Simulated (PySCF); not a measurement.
A structure optimised at B3LYP-D3(BJ)/def2-SVP, used in a PySCF frequency run:

```
N
H 1 1.0157
C 1 1.4538 2 112.29
H 3 1.1010 1 109.85 2 180.00
H 3 1.1074 4 106.97 1 -122.73
H 3 1.1074 4 106.97 5 -114.54
Al 1 1.7710 2 121.12 3 180.00
O 7 1.7023 1 116.82 2 -180.00
H 8 0.9603 7 123.98 1 -180.00
O 7 1.7037 8 119.21 9 0.00
H 10 0.9596 7 127.60 8 -180.00
```

**Question.** Write its SMILES, formula and point group.

**Answer.** C[NH][Al]([OH])[OH], CH6AlNO2, Cs

**Question.** What are its rotational constants (standard atomic weights)?

**Answer.** 6.2561, 2.6497, 1.8836 GHz
